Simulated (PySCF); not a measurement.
hydrogen peroxide (H2O2), singlet, geometry from GFN2-xTB; REVPBE/6-311G** run with PySCF.

The PySCF input:
```python
from pyscf import gto, scf, dft

mol = gto.M(
    atom='''
O    -0.023120    0.709965   -0.012564
O     0.023120   -0.709965    0.012564
H     0.913898    0.942485   -0.032627
H    -0.913898   -0.942485    0.032627
''',
    basis='6-311g**',
    charge=0,
    spin=0,
    verbose=4,
)

mf = dft.RKS(mol)
mf.xc = 'revpbe'
mf.kernel()
```

Task: Predict the main parts of the log of this PySCF run.

Result: 
```
PySCF version 2.14.0

[INPUT] verbose = 4
[INPUT] num. atoms = 4
[INPUT] num. electrons = 18
[INPUT] charge = 0
[INPUT] spin (= nelec alpha-beta = 2S) = 0
[INPUT] symmetry False subgroup None
[INPUT] Mole.unit = angstrom
[INPUT] Symbol           X                Y                Z      unit          X                Y                Z       unit  Magmom
[INPUT]  1 O     -0.023120000000   0.709965000000  -0.012564000000 AA   -0.043690468000   1.341639408027  -0.023742519029 Bohr   0.0
[INPUT]  2 O      0.023120000000  -0.709965000000   0.012564000000 AA    0.043690468000  -1.341639408027   0.023742519029 Bohr   0.0
[INPUT]  3 H      0.913898000000   0.942485000000  -0.032627000000 AA    1.727016925788   1.781038526511  -0.061656094266 Bohr   0.0
[INPUT]  4 H     -0.913898000000  -0.942485000000   0.032627000000 AA   -1.727016925788  -1.781038526511   0.061656094266 Bohr   0.0

nuclear repulsion = 37.3135127521885
number of shells = 24
number of NR pGTOs = 78
number of NR cGTOs = 48
basis = 6-311g**
ecp = {}

******** <class 'pyscf.dft.rks.RKS'> ********
method = RKS
initial guess = minao
damping factor = 0
level_shift factor = 0
DIIS = <class 'pyscf.scf.diis.CDIIS'>
diis_start_cycle = 1
diis_space = 8
diis_damp = 0
SCF conv_tol = 1e-09
SCF conv_tol_grad = None
SCF max_cycles = 50
direct_scf = True
direct_scf_tol = 1e-13
XC library pyscf.dft.libxc version 7.1.2
    S. Lehtola, C. Steigemann, M. J. T. Oliveira, and M. A. L. Marques,  SoftwareX 7, 1–5 (2018)
XC functionals = revpbe
    Y. Zhang and W. Yang,  Phys. Rev. Lett. 80, 890 (1998)
    J. P. Perdew, K. Burke, and M. Ernzerhof,  Phys. Rev. Lett. 77, 3865 (1996)
    J. P. Perdew, K. Burke, and M. Ernzerhof,  Phys. Rev. Lett. 78, 1396 (1997)
radial grids:
    Treutler-Ahlrichs [JCP 102, 346 (1995); DOI:10.1063/1.469408] (M4) radial grids

becke partition: Becke, JCP 88, 2547 (1988); DOI:10.1063/1.454033
pruning grids: <function nwchem_prune>
grids dens level: 3
symmetrized grids: False
atomic radii adjust function: <function treutler_atomic_radii_adjust>
small_rho_cutoff = 0
Set gradient conv threshold to 3.16228e-05
Initial guess from minao.
tot grids = 47784
init E= -151.677796834017
  HOMO = -0.306616647172405  LUMO = -0.0894760383452535  gap/eV = 5.90870
cycle= 1 E= -151.480035407014  delta_E= 0.198  |g|= 0.592  |ddm|= 1.41
  HOMO = -0.0686972470380027  LUMO = 0.0459149889639079  gap/eV = 3.11876
cycle= 2 E= -151.425472463672  delta_E= 0.0546  |g|= 0.821  |ddm|= 0.861
  HOMO = -0.185990433846811  LUMO = -0.0157623469833599  gap/eV = 4.63214
cycle= 3 E= -151.543344438828  delta_E= -0.118  |g|= 0.0665  |ddm|= 0.52
  HOMO = -0.180609854071093  LUMO = -0.00751421329590906  gap/eV = 4.71017
cycle= 4 E= -151.544031673766  delta_E= -0.000687  |g|= 0.0092  |ddm|= 0.0399
  HOMO = -0.181205663631474  LUMO = -0.00800495269671269  gap/eV = 4.71303
cycle= 5 E= -151.54404583632  delta_E= -1.42e-05  |g|= 0.00115  |ddm|= 0.00634
  HOMO = -0.181349378262411  LUMO = -0.00812986820591037  gap/eV = 4.71354
cycle= 6 E= -151.544046042949  delta_E= -2.07e-07  |g|= 0.000107  |ddm|= 0.000714
  HOMO = -0.181369924510349  LUMO = -0.00814702763507766  gap/eV = 4.71364
cycle= 7 E= -151.544046045143  delta_E= -2.19e-09  |g|= 4.82e-06  |ddm|= 7.64e-05
  HOMO = -0.18136919664358  LUMO = -0.00814629705191531  gap/eV = 4.71364
cycle= 8 E= -151.544046045147  delta_E= -4.38e-12  |g|= 2.42e-07  |ddm|= 3.15e-06
  HOMO = -0.181369261155041  LUMO = -0.00814634898528059  gap/eV = 4.71364
Extra cycle  E= -151.544046045148  delta_E= -2.84e-13  |g|= 3.33e-07  |ddm|= 3.53e-07
converged SCF energy = -151.544046045148
```
